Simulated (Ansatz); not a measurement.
SnI3, SMILES [Sn-]([I])([I])[I], charge -1.

Geometry: B3LYP-D3(BJ)/def2-SVPD. The isomer is the one that the SMILES or the coordinates give; other isomers of the formula were not compared. The def2 effective core potentials stand for the cores of I, Sn; spin–orbit coupling is left out.

Two levels are set side by side: PBE/def2-SVPD (Ansatz, a first-principles code) and PBE0/def2-SVPD (Ansatz). Energy differences of separate SCF runs at the same geometry; the states with an electron removed or added have multiplicity 2. Differences are taken from unrounded values.

```tsv
quantity	PBE0	PBE	PBE minus PBE0
vertical ionisation energy (eV)	4.39	4.15	-0.24
vertical singlet–triplet gap (eV)	3.13	3.01	-0.12
```
